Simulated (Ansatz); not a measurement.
`[H]/C=C/c1ccc(/C=C/c2ccc(/C=C/c3ccc(/C=C/c4ccc(/C=C/c5ccccc5)cc4)cc3)cc2)cc1`. Total charge 0; triplet. Geometry PBE-D4/def2-SVP, that of the neutral singlet; atoms count from 1.

```xyz
72

H    12.807   -8.592   -7.535
C    11.964   -8.201   -6.946
C    11.741   -6.870   -6.860
C    10.666   -6.189   -6.131
C    10.575   -4.779   -6.182
C     9.563   -4.091   -5.510
C     8.585   -4.776   -4.749
C     7.538   -4.013   -4.081
C     6.495   -4.511   -3.355
C     5.439   -3.747   -2.706
C     5.381   -2.326   -2.708
C     4.341   -1.641   -2.092
C     3.286   -2.329   -1.431
C     2.167   -1.657   -0.787
C     1.977   -0.310   -0.674
C     0.847    0.369   -0.058
C    -0.273   -0.308    0.497
C    -1.337    0.388    1.059
C    -1.353    1.809    1.104
C    -2.450    2.587    1.661
C    -3.628    2.108    2.159
C    -4.730    2.892    2.701
C    -4.706    4.305    2.822
C    -5.796    5.001    3.339
C    -6.976    4.336    3.766
C    -8.084    5.123    4.293
C    -9.283    4.653    4.741
C   -10.395    5.440    5.270
C   -10.364    6.853    5.391
C   -11.458    7.555    5.904
C   -12.617    6.871    6.313
C   -12.668    5.473    6.201
C   -11.572    4.770    5.687
C    -6.998    2.922    3.649
C    -5.908    2.226    3.133
C    -0.231    2.484    0.561
C     0.835    1.786   -0.005
C     3.348   -3.745   -1.422
C     4.393   -4.433   -2.038
C     8.682   -6.193   -4.692
C     9.692   -6.876   -5.361
H    11.319   -8.943   -6.448
H    12.436   -6.194   -7.392
H    11.318   -4.217   -6.771
H     9.515   -2.992   -5.573
H     7.619   -2.920   -4.205
H     6.407   -5.604   -3.239
H     6.173   -1.749   -3.208
H     4.336   -0.541   -2.126
H     1.410   -2.335   -0.357
H     2.744    0.366   -1.091
H    -0.308   -1.408    0.481
H    -2.182   -0.180    1.476
H    -2.288    3.678    1.652
H    -3.798    1.018    2.155
H    -3.815    4.868    2.506
H    -5.749    6.098    3.420
H    -7.902    6.211    4.319
H    -9.465    3.565    4.715
H    -9.468    7.409    5.078
H   -11.410    8.652    5.988
H   -13.476    7.428    6.717
H   -13.569    4.926    6.517
H   -11.616    3.672    5.600
H    -7.888    2.359    3.968
H    -5.955    1.128    3.054
H    -0.211    3.585    0.582
H     1.688    2.341   -0.424
H     2.548   -4.309   -0.916
H     4.410   -5.534   -2.013
H     7.950   -6.767   -4.106
H     9.734   -7.973   -5.288
```

Single mean-field runs in def2-SVP are fitted with def2-universal-jkfit. At PBE0-D4/def2-SVP a singlet of charge 0 lies 1.89 eV below the triplet at the same geometry.

(1) Estimate the Mulliken populations of the heavy atoms from the PBE0/def2-SVP orbitals of Ansatz.

(2) Where does the spin sit?

(3) And the Mayer bond orders between bonded heavy atoms (over 0.3, the first 40 of 44)?

## Answers

(1) 
```csv
atom,charge (e),spin (α − β)
C2,-0.08,0.09
C3,-0.03,-0.06
C4,0.01,0.11
C5,-0.03,-0.07
C6,-0.04,0.09
C7,0.02,-0.09
C8,-0.01,0.26
C9,-0.01,-0.14
C10,0.02,0.26
C11,-0.02,-0.11
C12,-0.03,0.15
C13,0.02,-0.03
C14,-0.01,0.34
C15,-0.02,0.19
C16,0.02,0.10
C17,-0.02,0.12
C18,-0.02,-0.06
C19,0.02,0.28
C20,-0.02,-0.09
C21,-0.01,0.33
C22,0.02,-0.10
C23,-0.02,0.13
C24,-0.04,-0.09
C25,0.02,0.16
C26,-0.01,-0.10
C27,-0.01,0.15
C28,0.02,-0.04
C29,-0.03,0.05
C30,-0.02,-0.03
C31,-0.02,0.05
C32,-0.02,-0.03
C33,-0.05,0.04
C34,-0.02,-0.08
C35,-0.04,0.11
C36,-0.03,-0.04
C37,-0.03,0.13
C38,-0.03,0.16
C39,-0.04,-0.09
C40,-0.03,0.09
C41,-0.02,-0.06
```
Mulliken values and Mayer orders depend strongly on the basis.

(2) Summed by element: H -0.09, C 2.09, of 2 unpaired in all. Largest on single atoms: C14 0.34, C21 0.33, C19 0.28.

(3) C2–C3 1.91 (1.35 Å); C3–C4 1.10 (1.47 Å); C4–C5 1.34 (1.41 Å); C4–C41 1.31 (1.42 Å); C5–C6 1.41 (1.40 Å); C6–C7 1.32 (1.42 Å); C7–C8 1.14 (1.46 Å); C7–C40 1.29 (1.42 Å); C8–C9 1.57 (1.36 Å); C9–C10 1.19 (1.46 Å); C10–C11 1.24 (1.42 Å); C10–C39 1.25 (1.42 Å); C11–C12 1.54 (1.39 Å); C12–C13 1.21 (1.42 Å); C13–C14 1.29 (1.46 Å); C13–C38 1.22 (1.42 Å); C14–C15 1.29 (1.37 Å); C15–C16 1.34 (1.46 Å); C16–C17 1.17 (1.42 Å); C16–C37 1.18 (1.42 Å); C17–C18 1.58 (1.39 Å); C18–C19 1.20 (1.42 Å); C19–C20 1.25 (1.46 Å); C19–C36 1.20 (1.42 Å); C20–C21 1.48 (1.37 Å); C21–C22 1.18 (1.46 Å); C22–C23 1.28 (1.42 Å); C22–C35 1.27 (1.42 Å); C23–C24 1.46 (1.39 Å); C24–C25 1.29 (1.42 Å); C25–C26 1.13 (1.46 Å); C25–C34 1.30 (1.42 Å); C26–C27 1.67 (1.36 Å); C27–C28 1.11 (1.46 Å); C28–C29 1.34 (1.42 Å); C28–C33 1.34 (1.42 Å); C29–C30 1.43 (1.40 Å); C30–C31 1.37 (1.41 Å); C31–C32 1.39 (1.40 Å); C32–C33 1.40 (1.40 Å).
